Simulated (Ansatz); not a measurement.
H4Si2 (SMILES [SiH][SiH3]) moved off its minimum; all values from Ansatz (an electronic-structure program), cores frozen in correlated methods.
(charge 0, multiplicity 1)
```xyz
6

Si    -0.01796     1.04281     0.78793
H     -0.40777     1.97381    -0.44037
Si     0.05257    -0.83797    -0.59774
H      0.99138    -0.59146    -1.65316
H     -1.31176    -1.13362    -1.12879
H      0.42208    -2.18755     0.12861
```

Forces at B3LYP/def2-TZVPP (eV/Å):

| atom | Fx | Fy | Fz |
|---|---|---|---|
| Si1 | -0.222 | 0.987 | -0.128 |
| H2 | 0.206 | -0.602 | 0.589 |
| Si3 | -0.577 | -1.781 | 1.062 |
| H4 | 0.627 | 0.045 | -0.839 |
| H5 | 0.079 | 0.173 | -0.140 |
| H6 | -0.114 | 1.177 | -0.546 |

Question: Give the forces (eV/Å), the total energy and the dipole at CCSD(T)/aug-cc-pV(T+d)Z.

Answer: 
```
atom      Fx      Fy      Fz
----  ------  ------  ------
Si1   -0.229   0.993  -0.166
H2     0.212  -0.613   0.615
Si3   -0.583  -1.831   1.053
H4     0.641   0.069  -0.838
H5     0.071   0.191  -0.129
H6    -0.113   1.192  -0.536
```
Energy -580.4328 hartree, dipole 0.27 D.

Doubts at one or more of the structures used: a restricted determinant that unrestricted orbitals would lower (CCSD(T)/aug-cc-pV(T+d)Z).
